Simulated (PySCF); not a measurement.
## Rotational lines of CsSr⁺

Lines J+1 ← J of the vibrational ground state, computed from RHF-CCSD(T) constants of CsSr⁺, ¹Σ⁺ (singlet), closed shell (Cs def2-SVPD with ECP46, Sr def2-SVPD with ECP28; scalar-relativistic core potentials (PySCF 2.14); masses 132.9054 and 87.9056 u), in MHz:

| J | ν (MHz) |
| --- | --- |
| 2 | 2420.1 |
| 3 | 3226.8 |
| 4 | 4033.4 |
| 5 | 4840.0 |
| 6 | 5646.7 |

(1) Find B0 and the effective bond length r0; with αe = 4.54e-05 cm⁻¹, find Re.

Correlated steps freeze no core orbitals. The bond is weak. Basis-set superposition, not corrected here, can be much of De in a small basis, most of all at correlated wavefunction levels. Spin–orbit coupling is left out. For an ion De counts to the pair picked by the measured ionisation energies or electron affinities, which need not be the lowest pair at this level.

## Answers

(1) ν = 2B0(J+1) − 4D(J+1)³ gives B0 = 0.013454 cm⁻¹. With the reduced mass μred = 52.910 u, r0 = √(16.8576/(μred·B0)) (u, cm⁻¹, Å) = 4.8663 Å. Be = B0 + αe/2 = 0.013477 cm⁻¹ gives Re = 4.862 Å.
